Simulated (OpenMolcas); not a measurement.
Al: from CASSCF to CASPT2

```
Program             : OpenMolcas
Basis               : ANO-RCC-VDZP [4s3p1d]
Scalar Hamiltonian  : DKH2, point nucleus
Active space        : 3 electrons in 4 orbitals (3s 3p)
State averaging     : 2S+1 = 4 odd, 1 root (0 in the spin-orbit step); 2S+1 = 2 odd, 3 roots; 2S+1 = 4 even, 3 roots; 2S+1 = 2 even, 5 roots
Spin-orbit coupling : state interaction with AMFI integrals over the reference wave functions, term energies averaged over their components
```

Methods on the same reference wave functions:
A. CASSCF
B. SS-CASPT2, IPEA 0.25 Eh, imaginary shift 0.1 Eh (closed shells correlated: 2s 2p)
C. XMS-CASPT2, IPEA 0.25 Eh, imaginary shift 0.1 Eh (closed shells correlated: 2s 2p)

Energies in cm⁻¹ above 3s² 3p ²P°_1/2, the measured ground level; measured values from NIST Handbook of Basic Atomic Spectroscopic Data.

```csv
Level,A,B,C,Measured
3s² 3p ²P°_1/2,0.0,0.0,0.0,0.0
3s² 3p ²P°_3/2,104,104,104,112
3s 3p² ⁴P_1/2,22978,25140,25520,29020
3s 3p² ⁴P_3/2,23015,25180,25560,29067
3s 3p² ⁴P_5/2,23077,25240,25620,29143
3s 3p² ²D_3/2,45590,42190,40210,
3s 3p² ²D_5/2,45590,42190,40210,
```

Deviations, from unrounded energies. A percentage is the sum of absolute deviations over the sum of measured energies, with the sign that they share, or ± where signs differ.

| Against measurement | Levels | A | B | C |
| --- | --- | --- | --- | --- |
| mean absolute deviation (cm-1) | 4 | 4500 | 2900 | 2600 |
| fine structure of the ground term (%) | 1 | -7.6 | -7.6 | -7.6 |
| other configurations (%) | 3 | -20.8 | -13.4 | -12.1 |

C lies closest to measurement on these levels and A furthest from it. The largest miss of C in the table is 3s 3p² ⁴P_5/2, by -3500 cm-1. The ranking rests on the paired levels alone, and a cruder setting can come out closer through cancelling errors.

Between B and C the level of the table that moves most is 3s 3p² ²D_3/2, by 2000 cm-1 (lowest in C, highest in B). Moves below CASPT2's spread within the term are not significant.

The lowest spin-free term lies below A's lowest term by 0.052 hartree in B, 0.054 hartree in C.

Term energies are means over components that CASPT2 splits; among the terms shown or strongly mixed into the levels shown the widest spread is 130 cm-1 (3s 3p² ⁴P, C). Over all roots computed the reference weight is 0.91 to 0.99 in C; the roots of lowest weight are the least certain, and an intruder state may touch them. Terms of s pⁿ other than that of highest spin mix with s² pⁿ⁻² d, which this space lacks; all of them can be thousands of cm-1 off, and some have no real level of that name. Without dynamic correlation excited terms often stand tens of per cent too high (terms of higher spin than the ground term too low), and those without a measured partner can miss by more than the paired ones (holds for A). Computed and measured levels are paired by configuration, term and J; levels that our copy of the source lacks, or whose pairing is in doubt (as where it misses far off the trend of its configuration), stay unpaired and out of the deviations. Only configurations of the active space appear.

° marks odd parity.
